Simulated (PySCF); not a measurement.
CaCl₂.

```xyz
3

Ca     0.0000     0.0000     0.0000
Cl     0.0000     0.0000    -2.4696
Cl     0.0000     0.0000     2.4696
```

The structure is a stationary point at B3LYP-D3(BJ)/def2-TZVP. The isomer is the one that the SMILES or the coordinates give; other isomers of the formula were not compared.

These are B3LYP/pcSseg-2 (PySCF) values and carry that method's errors. Non-relativistic, no solvent.

**Question.** Give the absolute GIAO shielding of each atom: isotropic value and principal components (ppm). (The exact figures need the calculation; the answer reports its results.)

**Answer.** 
```json
[
 {"atom": "Ca1", "σ(iso)": "971.8", "σ11": "743.8", "σ22": "743.8", "σ33": "1427.9", "span": "684.2"},
 {"atom": "Cl2", "σ(iso)": "793.3", "σ11": "613.6", "σ22": "613.6", "σ33": "1152.6", "span": "539.0"},
 {"atom": "Cl3", "σ(iso)": "793.3", "σ11": "613.6", "σ22": "613.6", "σ33": "1152.6", "span": "539.0"}
]
```
